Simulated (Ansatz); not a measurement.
Reactions of CH$_{6}$S$_{2}$Si, SMILES `SC[SiH2]S`.

Isolated molecules relaxed with PBE0-D4/def2-TZVP in Ansatz; ΔE leaves out vibrations. CCSD(T)/CBS adds triple-zeta CCSD(T) − MP2 to the extrapolated MP2 energy (def2 sets, frozen cores). This one scheme is used for every species, atoms too. Open shells (•) are unrestricted, without spin–orbit coupling. Spin–orbit coupling would lower the free atoms: a little for C, S, Si. One conformer a species, not always the lowest.

```json
{"reaction": "`SC[SiH2]S` + `O[SiH](F)F` → `F[SiH](F)O[SiH2]S` + CH₃SH", "CCSD(T)/CBS(def2) (kJ/mol)": "-109"}
{"reaction": "`SC[SiH2]S` + `SS` → `SC[SiH2]SS` + H₂S", "CCSD(T)/CBS(def2) (kJ/mol)": "6"}
{"reaction": "`SC[SiH2]S` + `OBCl` → `SCOBCl` + `[SiH3]S`", "CCSD(T)/CBS(def2) (kJ/mol)": "93"}
{"reaction": "`SC[SiH2]S` → `CS[SiH2]S`", "CCSD(T)/CBS(def2) (kJ/mol)": "?"}
{"reaction": "`SC[SiH2]S` + H₂ → `[SiH3]CS` + H₂S", "CCSD(T)/CBS(def2) (kJ/mol)": "45"}
{"reaction": "`SC[SiH2]S` + `C=N` → `C=N[SiH2]S` + CH₃SH", "CCSD(T)/CBS(def2) (kJ/mol)": "-36"}
{"reaction": "`SC[SiH2]S` → C• + 6 H• + 2 S• + Si•", "CCSD(T)/CBS(def2) (kJ/mol)": "?"}
{"reaction": "`SC[SiH2]S` + `[OH][AlH2]` → `[AlH2][O][SiH2]S` + CH₃SH", "CCSD(T)/CBS(def2) (kJ/mol)": "-118"}
{"reaction": "`SC[SiH2]S` + H–F → `F[SiH2]CS` + H₂S", "CCSD(T)/CBS(def2) (kJ/mol)": "-70"}
{"reaction": "`SC[SiH2]S` + `FC[SiH3]` → `FC([SiH3])[SiH2]S` + CH₃SH", "CCSD(T)/CBS(def2) (kJ/mol)": "?"}
```

(1) Fill in the missing values. (Best estimate.)

Largest T1 diagnostic: 0.013, for `SCOBCl`.

## Answers

(1) Ansatz gave: `SC[SiH2]S` → `CS[SiH2]S`: -63.3 kJ/mol; `SC[SiH2]S` → C• + 6 H• + 2 S• + Si•: +3218.8 kJ/mol; `SC[SiH2]S` + `FC[SiH3]` → `FC([SiH3])[SiH2]S` + CH₃SH: +10.6 kJ/mol.
